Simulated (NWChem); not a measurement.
# C2H5FOSi; SMILES O(C=C)[SiH2]F

```xyz
10

C      0.3424    -2.6833     0.1370
C      0.1000    -1.4780    -0.3721
O     -0.3513    -0.4421     0.3794
Si    -0.4977     1.1461    -0.0707
F      0.9256     1.9004     0.0840
H      0.1978    -2.8857     1.2003
H      0.6915    -3.4849    -0.5145
H      0.2431    -1.2634    -1.4405
H     -0.8812     1.2271    -1.5045
H     -1.4577     1.7625     0.8684
```
Atoms are numbered in this order, from 1.

All runs: NWChem. Pople sets run with spherical d functions. Medium grid unless said otherwise, to which SCAN and Minnesota functionals are sensitive. Structure relaxed at the PBE0/def2-SVP level. B3LYP is NWChem's, with the RPA form of VWN correlation. Total energies of different functionals are on different scales.

```
level                               energy (Ha)  highest occupied level (eV)  orbital gap (eV)  dipole (D)
----------------------------------  -----------  ---------------------------  ----------------  ----------
B3LYP/6-31G*                          -543.8376                        -6.59              7.15        1.40
PBE/6-31G*                            -543.3762                        -5.63              5.39        1.27
TPSS/6-31G*                           -543.8695                        -5.68              5.61        1.28
HCTH/407/6-31G*                       -543.7906                        -5.79              5.46        1.32
revPBE/6-31G*                         -543.6657                        -5.58              5.41        1.25
M05-2X/6-31G*                         -543.7790                        -8.21             10.07        1.51
LDA (Slater exchange, VWN5)/6-31G*    -540.7363                        -5.79              5.33        1.33
LRC-wPBEh/6-31G*                      -543.4550                        -8.76             11.23        1.42
M06-L/6-31G*                          -543.7812                        -5.89              5.86        1.35
```
